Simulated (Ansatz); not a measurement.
Species: C₂H₂Cl₃ (charge 0, doublet). It need not be the lowest isomer of its formula. 
Coordinates optimised at B3LYP-D3(BJ)/def2-TZVP (Ansatz, an electronic-structure program):
```xyz
7

C     -1.0215    -0.2834     0.1131
C      0.4209    -0.0936     0.2327
Cl     1.2519    -1.6760     0.2318
Cl     1.0672     0.9446    -1.1385
Cl    -2.0635     0.8976     0.7517
H     -1.4471    -0.9971    -0.5746
H      0.7059     0.4345     1.1350
```
Charge 0, spin multiplicity 2.

Computed values are from Ansatz. Cores are frozen in the correlated levels unless marked. Open shells are spin-unrestricted. Spin-orbit coupling is left out. No relativistic terms. CBS marks a two-point X^-3 extrapolation of the correlation energy; Hartree-Fock from the larger set. [CCSD(T)-MP2]/basis is that difference in the basis named.

**Question.** What is the atomisation energy De at RI-MP2/CBS(cc-pV(T+d)Z,cc-pV(Q+d)Z)+[CCSD(T)-MP2]/cc-pV(T+d)Z?

**Answer.** 539.3 kcal/mol.

**Question.** What is the total energy at RI-MP2/CBS(cc-pV(T+d)Z,cc-pV(Q+d)Z)+[CCSD(T)-MP2]/cc-pV(T+d)Z?

**Answer.** -1456.5613 Eh.

**Question.** What is the dipole moment at CCSD(T)/aug-cc-pV(D+d)Z?

**Answer.** 1.13 D.

**Question.** What is the T1 diagnostic at CCSD/cc-pV(T+d)Z?

**Answer.** 0.014.
